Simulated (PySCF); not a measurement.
Relaxed structures of LiInH₂, closed shell (PBE0-D4/def2-TZVP; forces vanish, vibrations not checked; lower isomers may exist, and structures with a doubtful reference or unclear bonds are left out; Å). Computed with PySCF 2.14 with density fitting (its default auxiliary sets; JK sets also for MP2 and CCSD(T)) (basis: def2-TZVPP); correlated methods freeze the cores. Filled d shells of the heavier atoms are correlated. Core potentials replace the inner electrons of the atoms past krypton. The outer core shell of Li, Na, Mg and K is correlated. The def2 sets are not built for correlating such inner shells, so the correlated values are less sure here.

(1) Rank them by CCSD(T) energy, lowest first, and give each one's height above the lowest. Links in brackets join atoms within 1.22 times the sum of their covalent radii (1.1 for two metals). (An estimate is asked for; the value comes from the calculation.)
A.
LiInH₂ ([H]1[Li]2[H][In]12)
```
4
angstrom
Li 0.9487 -0.5122 0.5869
In -1.1940 0.6393 -0.7540
H -0.3628 -1.1810 -0.3169
H 0.4542 1.1285 0.3599
```
B.
LiInH₂ ([Li][InH2])
```
4
angstrom
Li -1.9723 0.9837 -1.2493
In 0.1084 -0.0528 0.0666
H 0.5329 -1.7657 0.2114
H 1.3474 0.8288 0.9747
```
C.
LiInH₂ ([H]1[Li][InH]1)
```
4
angstrom
Li -2.2216 -0.0065 -1.3926
In -0.0647 0.5356 -0.1123
H -1.7035 1.5416 -0.8858
H 0.7596 1.9676 0.5499
```

No T1 diagnostic of these runs exceeds 0.018. The restricted Hartree–Fock reference is unstable towards an unrestricted one at one or more of these structures.

## Answers

(1) The calculation gives: A (0.0 kJ/mol), C (61.4 kJ/mol), B (69.1 kJ/mol). Heights count from the lowest.

For scale, one of the runs: CCSD(T)/def2-TZVPP, 97 basis functions, launched by `OMP_NUM_THREADS=2 python run.py`. The run took about 43 s on 2 CPU threads of an AMD EPYC 7B13 (shared host).
